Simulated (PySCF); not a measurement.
C2H9AsIn (SMILES [CH3][In]([CH3])<-[AsH3]), doublet, geometry from GFN2-xTB (such geometries of metal compounds can be far from the true shape) (the spin is typed, not shown lowest) (all electrons, no relativity).

Here is a job for PySCF.
```python
from pyscf import gto, scf, dft

mol = gto.M(
    atom='''
In    0.465815    0.632368    0.834164
C     1.432206    1.909148   -0.926994
H     2.511759    1.800166   -0.998921
H     1.173884    2.953828   -0.766376
H     0.959875    1.548186   -1.840371
C    -1.795812    1.062607    1.437404
H    -2.380621    0.165738    1.236973
H    -2.119426    1.868714    0.781729
H    -1.914424    1.358995    2.476849
As   -0.555110   -1.558733   -1.248882
H    -0.599480   -2.480421   -0.067441
H     0.904863   -1.856220   -1.403408
H    -0.861100   -2.737350   -2.142429
''',
    basis='sto-3g',
    charge=0,
    spin=1,
    verbose=4,
)

mf = dft.UKS(mol)
mf.xc = 'b3lyp'
mf.kernel()
```

Problem. What total energy does B3LYP/STO-3G (PySCF) give?

Solution. -7976.032022 Ha

Problem. Estimate the Mulliken (on the basis functions themselves) charges in atom order that B3LYP/STO-3G returns for this input.

Solution. In1 0.40, C2 -0.36, H3 0.04, H4 0.04, H5 0.04, C6 -0.36, H7 0.04, H8 0.04, H9 0.04, As10 0.24, H11 -0.06, H12 -0.06, H13 -0.05

Problem. What is the computed <S^2> (B3LYP/STO-3G)?

Solution. 0.752

Problem. What HOMO energy does B3LYP/STO-3G give?

Solution. -1.51 eV

These values belong to the state on which the SCF converged, which isn't shown to be the lowest.
